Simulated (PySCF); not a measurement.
A species of formula C4H9NSSi2 has this rotational fingerprint, computed with PBE0-D3(BJ)/def2-SVP geometry optimisation, gas phase (PySCF):

- Rotational constants: A = 2149, B = 794.1, C = 600.5 MHz
- Dipole components: |μa| = 0.33 D, |μb| = 0.39 D, |μc| = 0.13 D
- Inertial defect: -29.96 u·Å²
- κ: -0.75

Problem. Which candidate fits, each taken in the one conformer that was computed?
A. `[CH3:1][S:2][SiH2:3]/[CH:4]=[C:5](\[SiH3:6])[C:7]#[N:8]` with C1–S2–Si3–C4 178°, S2–Si3–C4–C5 178°
B. `c1c(ccs1)N([SiH3])[SiH3]`
C. `c1(cccs1)N([SiH3])[SiH3]`

Solution. B. It is [SiH3]N([SiH3])c1ccsc1, an asymmetric top, point group C1. The candidates at the same level (rigid rotor, commonest isotopes):

| SMILES | A (MHz) | B (MHz) | C (MHz) | μa (D) | μb (D) | μc (D) | Δ (u·Å²) | point group | rotor |
| --- | --- | --- | --- | --- | --- | --- | --- | --- | --- |
| [SiH3]N([SiH3])c1cccs1 | 1960 | 958.1 | 655.3 | 0.54 | 0.33 | 0.04 | -14.14 | C1 | asymmetric top |
| [SiH3]N([SiH3])c1ccsc1 | 2149 | 794.1 | 600.5 | 0.33 | 0.39 | 0.13 | -29.96 | C1 | asymmetric top |
| CS[SiH2]/C=C(\[SiH3])C#N | 2444 | 490.5 | 413.7 | 3.55 | 3.45 | 0.07 | -15.30 | near Cs | near-prolate asymmetric top |

`CS[SiH2]/C=C(\[SiH3])C#N` has B 38 % too low; `[SiH3]N([SiH3])c1cccs1` has B 21 % too high. No structure here is proved a minimum.
